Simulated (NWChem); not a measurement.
Species: AuH2OCl; SMILES [Cl][Au]<-[OH2]

```xyz
5

Au    -0.0007     0.1699     0.0000
Cl     0.0113    -2.0678     0.0000
O     -0.0156     2.3340     0.0000
H      0.4308     2.7052     0.7723
H      0.4308     2.7052    -0.7723
```
Atoms are numbered in this order, from 1.

Level: PBE0/def2-SVP with def2 effective core potentials on Au (NWChem), optimised geometry, unscaled harmonic frequencies. def2 effective core potentials on Au; no spin-orbit coupling.

| frequency (cm⁻¹) | IR intensity (km/mol) |
|---|---|
| 118 | 0.4 |
| 118 | 6.5 |
| 349 | 0.3 |
| 393 | 29.9 |
| 501 | 250.9 |
| 644 | 5.8 |
| 1613 | 71.4 |
| 3833 | 109.5 |
| 3926 | 168.4 |

The zero-point energy is 16.4 kcal/mol. The thermal correction to the enthalpy at 298.15 K (with zero-point energy) is 20.3 kcal/mol and the heat capacity Cv comes out as 15.1 cal/(mol K). The entropy at 298.15 K and 1 atm (symmetry number 1) comes out as 75.0 cal/(mol K).

Rigid rotor and harmonic oscillator.
